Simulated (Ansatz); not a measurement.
`CCC([SiH3])Cl` + H–F → `CCC(F)Cl` + SiH₄  (substitution at a C–Si bond)

Program: Ansatz. Geometries: PBE0-D4/def2-TZVP. ΔE: electronic, gas phase. CCSD(T)/CBS is the MP2 limit (def2-TZVPP, def2-QZVPP) plus CCSD(T) − MP2 in def2-TZVPP, frozen cores. This one scheme is used for every species. DFT in def2-TZVPP. One conformer a species, not always the lowest.

| level | ΔE (kJ/mol) | difference from CCSD(T)/CBS |
| --- | --- | --- |
| r2SCAN0-D4 | 46.9 | -13.9 |
| BHLYP-D4 | 45.5 | -15.3 |
| B2PLYP | 42.8 | -18.0 |
| PBE-QIDH | 54.3 | -6.5 |
| r2SCAN0 | 44.1 | -16.7 |
| BHLYP | 33.5 | -27.3 |
| RPA@PBE/def2-TZVPP | 45.2 | -15.6 |
| HF/def2-TZVPP | 24.9 | -35.9 |
| MP2/def2-QZVPP | 70.4 | 9.6 |
| HF/CBS(def2) | 25.6 | -35.2 |
| CCSD(T)/CBS | 60.8 | 0 |

Largest T1 diagnostic among the species: 0.011.

From PBE to PBE0 (25 % exact exchange), in def2-TZVPP and without D4, ΔE moves by +4.9 kJ/mol. In def2-TZVPP, CCSD(T) changes the Hartree–Fock value by +28.0 kJ/mol (the triples alone add +2.6 kJ/mol) and MP2 by +40.8 kJ/mol.

CCSD(T)/CBS has its own doubt, a few kJ/mol and more with outer-core shells, so smaller differences from it don't rank the levels.
